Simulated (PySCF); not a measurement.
**Solvent effects on NMR parameters**

Structure with atom numbers: `[CH3:1]/[C:2]([F:3])=[C:4](/[CH3:5])[C:6](=[O:7])[Cl:8]` (H(Xn): hydrogen on atom n).

GIAO PBE0/pcSseg-1 in PySCF 2.14 on one PBE0-D3(BJ)/def2-SVP conformer, non-relativistic, equivalent nuclei averaged. Solvents enter as an IEF-PCM continuum (chloroform with ε = 4.7, tetrahydrofuran with ε = 7.4) around the gas-phase geometry. Shifts are referred to TMS, CFCl3 computed in the same medium.

Gas phase, δ in ppm: C2 183.9, C6 176.2, C4 117.4, C1 23.4, C5 14.6, F3 -36.6, H(C1) 2.45, H(C5) 1.99. Dipole moment 2.53 D.

(1) How does each δ change in the continuum?

(2) Which nuclei move most (in ppm), and what does the model miss?

Results:

(1) 
```
atoms                           environment  Δδ, chloroform  Δδ, tetrahydrofuran
   C2            β carbon of a C=C–C=O unit            +3.7                 +4.2
   C6                       carbonyl carbon            +1.7                 +2.0
   C4            α carbon of a C=C–C=O unit            +0.8                 +0.9
   C1                 allylic methyl carbon            +1.0                 +1.2
   C5                 allylic methyl carbon            +0.3                 +0.3
   F3                      vinylic fluorine            +5.1                 +5.9
H(C1)  hydrogen on an allylic methyl carbon           +0.08                +0.09
H(C5)  hydrogen on an allylic methyl carbon           +0.02                +0.03
```

Changes are relative to the gas phase. The dipole moment becomes 3.04 D in chloroform, 3.12 D in tetrahydrofuran.

(2) F3 (vinylic fluorine, +5.9 ppm) in tetrahydrofuran. A continuum only polarises the solute; specific hydrogen bonds, the anisotropy of aromatic solvents and changes of geometry or conformer are outside it.
